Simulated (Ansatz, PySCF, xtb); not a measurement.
Pair of molecules: C2H2 (SMILES C#C) (first 4 atoms) with H2 (SMILES [H][H]); geometry from B3LYP-D3(BJ)/def2-TZVP, rigid monomers moved along the line of their centres of mass till C2···H5 is 3.61 Å.
(charge 0, multiplicity 1):
```tsv
atom	x (Å)	y (Å)	z (Å)
C	-0.9017	-0.1364	0.2343
C	0.2333	0.0209	-0.1113
H	-1.9094	-0.2760	0.5417
H	1.2415	0.1606	-0.4169
H	0.6959	0.1187	3.4716
H	0.9134	0.1559	4.1829
```

Monomers are frozen at their geometry in the pair; levels with a basis set take the counterpoise correction.

Rows in 6-31G* carry no dispersion term and start afresh at each structure (6-31G* with six Cartesian d functions). MP2/6-31G* freezes PySCF's default core.

Codes used: Ansatz (Gaussian orbitals); PySCF for 6-31G* rows, the dispersion terms; xtb for the GFN methods. Values without a source in brackets are computed.

Task: Estimate the interaction energy that MP2/6-31G* returns for this input.

Result: -4 meV

Task: Predict the interaction energy from B3LYP-D4/def2-TZVPPD.

Result: -11 meV

Task: What is the computed interaction energy (GFN2-xTB)?

Result: -15 meV

Ansatz is a program for electronic structure.
